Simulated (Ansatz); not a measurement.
Cost and result up the ladder for the cluster Sr4Te4 (8 atoms). Total charge 0; singlet. Geometry: r2SCAN-D4/def2-SVP.

```xyz
8

Sr   -3.5568    0.3436    0.6137
Sr   -0.3503    1.8652   -3.1447
Sr    0.3505   -1.8670    3.1435
Sr    3.5575   -0.3409   -0.6111
Te    3.2019   -1.6113    2.1266
Te   -3.1436    1.9201   -1.9513
Te   -2.6419   -1.3830    2.9413
Te    2.5827    1.0733   -3.1181
```

Ansatz on 4 threads of Arm Neoverse V1 on a shared host. Times are rough, and most runs start from the orbitals of an earlier one. r2SCAN0-D4/def2-TZVP serves as the yardstick here, not as an exact answer. Differences are given only for rows in sets of like size (and for xTB, whose basis is part of the method), since another set adds its own error. Binding counts from free atoms at the same level (Sr singlet, Te triplet; other spins of the atoms weren't run), without zero-point energy or a counterpoise term.

In the def2 sets Sr, Te take a core potential; there is no spin–orbit coupling. Correlated methods freeze 16 core orbitals; core or outer-core shells of Sr, Te are correlated, in sets that lack core-valence functions. The structure comes from a short search, and lower isomers may exist.

Correlated methods converge slowly with the basis.

```
                            level  functions  binding energy per atom (eV)  difference from r2SCAN0-D4/def2-TZVP (eV)
                 PBE0-D4/def2-SVP        196                          2.55                                          –
               PBE0-D4/def2-TZVPD        368                          2.54                                      -0.05
                    MP2/def2-TZVP        332                          2.39                                      -0.20
                  PBE-D4/def2-SVP        196                          2.55                                          –
             r2SCAN0-D4/def2-TZVP        332                          2.59                                       0.00
                RPA@PBE/def2-TZVP        332                          1.97                                      -0.62
r2SCAN-D4/def2-TZVP (with forces)        332                          2.65                                       0.06
           LDA (SPW92)/def2-TZVPD        368                          2.80                                       0.21
                PBE-D4/def2-TZVPD        368                          2.52                                      -0.07
                 PBE-D4/def2-TZVP        332                          2.52                                      -0.07
                PBE0-D4/def2-TZVP        332                          2.53                                      -0.06
            LDA (SPW92)/def2-TZVP        332                          2.80                                       0.21
```

**Question.** Estimate how long each takes.

**Answer.** LDA (SPW92)/def2-TZVP 6.5 s; PBE-D4/def2-SVP 7 s; LDA (SPW92)/def2-TZVPD 7.5 s; PBE-D4/def2-TZVP 12 s; PBE0-D4/def2-SVP 12 s; PBE-D4/def2-TZVPD 14 s; PBE0-D4/def2-TZVPD 28 s; PBE0-D4/def2-TZVP 29 s; r2SCAN-D4/def2-TZVP (with forces) 29 s; MP2/def2-TZVP 31 s; r2SCAN0-D4/def2-TZVP 38 s; RPA@PBE/def2-TZVP 51 s. On shared hardware such times vary by a factor of up to 3.
